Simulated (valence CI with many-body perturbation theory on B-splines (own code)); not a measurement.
# Sensitivity of CI+MBPT for Pm²²⁺

Calculated by relativistic CI+MBPT: three valence electrons over a frozen Dirac-Fock core [Kr], a basis of 6 s, 6 p, 5 d, 5 f, 1 g functions for each j, with the one-electron correlation potential Σ1, the two-electron term Σ2, the three-electron term Σ3, Breit, model QED; selected CI, second order for the rest, scaled by the run's own slope (own B-spline code, finite nucleus).

No measured spectrum was set against this ion. As an estimate, terms of the open shell hold to 2 to 4 % of their energy, and close levels can change places. Only levels of the ground parity were solved; by the run's estimate the other parity begins above the list, which can be wrong where configurations are misplaced.

The reference run has the lowest level (4d3/2^3) J=3/2 and an ionisation energy of 690.356 eV. Its largest variational space holds 2589 state functions.

Levels are named by their leading jj configuration (3d3/2^4 stands for four electrons in 3d with j = 3/2), which in mixed levels can hold well under half, so a name can repeat and another be missing. Letters in brackets count levels of one name in rising energy.

Changed runs:
A. shift of the energy in Σ1 (hartree) 0 → 3.472; lowest core n in screening and Σ2 2 → 4
B. scale of Σ1 1 → 0
C. screening of Σ1 on → off; three-electron term on → off
D. start configuration 4d3 → 5d3 (bad on purpose)

Excitation energies of the reference run in cm⁻¹, and shifts in cm⁻¹:

```
                    Level  Reference       A       B       C
(4d3/2^2 4d5/2) J=5/2 [a]      31320    +466    -383     -77
    (4d3/2^2 4d5/2) J=7/2      48722    +643    -468    +108
    (4d3/2^2 4d5/2) J=3/2      49514    +625    -324     -72
    (4d3/2^2 4d5/2) J=9/2      55111    +667    -428    +254
    (4d3/2^2 4d5/2) J=1/2      58026    +771    -374     -52
(4d3/2 4d5/2^2) J=7/2 [a]      86914   +1027    -736    +441
(4d3/2^2 4d5/2) J=5/2 [b]      88322   +1156    -591    +346
    (4d3/2 4d5/2^2) J=9/2      91895   +1166    -804    +137
(4d3/2 4d5/2^2) J=3/2 [a]     103443   +1203    -781    +534
    (4d3/2 4d5/2^2) J=1/2     108899   +1245    -794    -145
   (4d3/2 4d5/2^2) J=11/2     114083   +1378    -832    +367
(4d3/2 4d5/2^2) J=5/2 [a]     121993   +1438    -781   +1267
   Ionisation energy (eV)    690.356  +0.791  -2.480  +0.204
```

Run D: It gave no result: the start configuration must fill the lowest shells above the core. The program said: "5d is not the lowest shell of its kind above the core".
